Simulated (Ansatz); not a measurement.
# Multireference treatment of KHO, singlet

Calculated in Ansatz's Gaussian-basis code. Basis def2-SVP, nonrelativistic, 6 orbitals frozen in the corrections. State-specific CASSCF; RHF is the lowest restricted (open-shell) Hartree–Fock solution met. Small basis; these aren't basis-limit values. Solutions may break the symmetry of the shape. Lower solutions, or ones in other orbitals, may exist.

Geometry:

```xyz
3

K     0.0000    0.0000    2.3760
O     0.0000    0.0000    0.0000
H     0.0000    0.0000   -1.0368
```

Question: What do CASSCF and its corrections give against RHF in CAS(6,6), and what are the occupations?

Answer: CASSCF -2.588 eV, SC-NEVPT2 -6.621 eV; occupations 1.98, 1.98, 1.97, 0.03, 0.02, 0.02.
